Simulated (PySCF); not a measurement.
A structure optimised at PBE-D3(BJ)/def2-TZVP, used in a PySCF frequency run:

```xyz
6

Sb     0.0000     0.0000     0.0000
H      0.0000     0.0000     1.7851
H      0.0000     0.0000    -1.7851
H      1.7288     0.0000     0.0000
H     -0.8644     1.4972     0.0000
H     -0.8644    -1.4972     0.0000
```
Charge 0, spin multiplicity 1.

### Question
Write its SMILES, formula and point group.

### Answer
[SbH5], H5Sb, D3h

### Question
What are its rotational constants (standard atomic weights)?

### Answer
55.917, 46.183, 46.183 GHz
